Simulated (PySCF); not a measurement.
Delta-SCF ions had no search for a lower state. 

Cartesian coordinates (Å):
```xyz
18

B     -2.1401    -0.0726    -0.2883
Si    -1.2983     1.5512     0.5421
Si     0.9016     1.9708    -0.2109
Si     2.2236     0.0811     0.2433
Si     1.0812    -1.7931    -0.5976
Si    -1.1409    -1.7443     0.2040
H     -2.1095     0.0542    -1.5109
H     -3.2904    -0.1714     0.1387
H     -1.1079     1.5383     2.0451
H     -2.0008     2.8735     0.3056
H      0.9560     2.1668    -1.7036
H      1.5765     3.1880     0.3723
H      3.6296     0.2027    -0.2869
H      2.3626    -0.0655     1.7345
H      1.8735    -3.0341    -0.2672
H      1.1390    -1.6761    -2.0984
H     -0.9376    -2.0181     1.6802
H     -1.7180    -3.0516    -0.3019
```
Charge -1, spin multiplicity 1.

Question: Estimate the vertical detachment energy (Delta-SCF), total energy and HOMO that ωB97X-D3(BJ)/def2-TZVP // PBE0-D3(BJ)/def2-SVP run with PySCF 2.14.0 returns for this input.

Answer: 
```yaml
vertical detachment energy (Delta-SCF): 4.74 eV
total_energy: -40268.65 eV
HOMO: -5.27 eV
```
